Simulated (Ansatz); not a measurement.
Two structures of Si4H11ClF2, singlet, reached by relaxing down either side of one saddle point (PBE0-D4/def2-TZVP). Energies are electronic, without zero-point energy. Ansatz 0.2.0; basis: def2-TZVPP and def2-QZVPP; cores frozen in the correlated methods. Extrapolation: Hartree–Fock as exp(−7.88 √X), correlation as X^−2.97. First:

Si1  (-0.508, -0.078, -0.465)
Si2  (-1.021, -0.476, 1.782)
Si3  (1.735, -0.633, -0.871)
Si4  (-1.937, -1.317, -1.841)
Cl5  (-0.920, 1.940, -0.756)
H6  (1.995, 2.552, 0.518)
F7  (2.418, 2.369, -0.292)
H8  (0.563, 1.876, 2.185)
F9  (1.182, 2.562, 2.054)
H10  (-2.464, -0.285, 2.077)
H11  (-0.584, -1.825, 2.225)
H12  (-0.280, 0.510, 2.640)
H13  (1.705, -2.111, -1.073)
H14  (2.236, 0.021, -2.102)
H15  (2.591, -0.343, 0.303)
H16  (-1.608, -1.069, -3.269)
H17  (-3.349, -0.933, -1.581)
H18  (-1.754, -2.761, -1.535)
(Å)

Second:

```
18
angstrom
Si -0.1291 0.0432 -1.9712
Si -1.4588 0.7018 2.1120
Si 2.0595 0.5133 -1.2732
Si -0.9575 -1.9857 -1.1177
Cl -1.3542 1.6272 -1.4555
H 1.8731 0.7449 1.9584
F 2.2209 0.1997 0.3131
H -0.5606 -0.1144 1.2515
F 1.6149 1.0769 2.7863
H -1.1146 2.1362 1.9818
H -2.8549 0.4836 1.6492
H -1.3340 0.2509 3.5185
H -0.0823 0.0017 -3.4593
H 2.4303 1.9362 -1.4651
H 3.0303 -0.3736 -1.9643
H -0.9167 -2.9956 -2.2094
H -2.3557 -1.7894 -0.6615
H -0.1108 -2.4571 0.0066
```

**Question.** Which bonds change from the first to the second?

**Answer.** Si₄H₉Cl ([SiH3][Si]([SiH3])([SiH3])[Cl]) + HF + HF → Si₃H₆ClF ([F][SiH2][SiH]([SiH3])[Cl]) + SiH₄ + HF; bonds formed: Si1–H13, Si2–H8, Si3–F7, H6–F9; bonds broken: Si1–Si2, Si3–H13, H6–F7, H8–F9.

**Question.** Give the saddle point's structure and its height above each. (To be estimated.)

**Answer.** By the calculation: 192.6 kJ/mol above the first and 293.3 kJ/mol above the second (CCSD(T) at an estimated basis limit (MP2 extrapolated from triple and quadruple zeta, plus CCSD(T) − MP2 in triple zeta)).
Si1  (-0.216, 0.346, -0.514)
Si2  (-1.235, -0.069, 1.860)
Si3  (2.046, -0.082, -1.044)
Si4  (-1.672, -1.367, -1.207)
Cl5  (-1.044, 2.140, -1.061)
H6  (1.804, 1.838, 0.794)
F7  (2.371, 1.815, -0.161)
H8  (0.093, 0.731, 1.171)
F9  (1.082, 1.713, 1.691)
H10  (-2.547, 0.489, 1.469)
H11  (-1.180, -1.545, 1.750)
H12  (-0.788, 0.401, 3.187)
H13  (1.678, -1.423, -1.659)
H14  (2.566, 0.652, -2.216)
H15  (2.893, -0.516, 0.088)
H16  (-1.691, -1.250, -2.688)
H17  (-3.044, -1.193, -0.665)
H18  (-1.117, -2.680, -0.797)
(Å)

The search had been set up for a ligand exchange through a proton shuttle (forming Si1–F7, H6–F9, Si2–H8, breaking Si1–Si2, H6–F7, H8–F9); from that guess it ended on this step instead.

The T1 diagnostic stays at or below 0.015.

Labels in which every atom is bracketed show which atoms are joined, not bond orders.

For scale, one of the runs: CCSD(T)/def2-TZVPP, 426 basis functions, launched by `ansatz run in.yaml --threads 4 --pin off --events-out ev --progress --plain --max-ram 66560MiB --backend cuda --devices 0, --max-vram 37GiB`. Time: 45 s of wall clock on 4 CPU threads of an AMD EPYC 7R13 and a share of one NVIDIA H100; the host was shared. Peak host memory: 1.7 GiB.
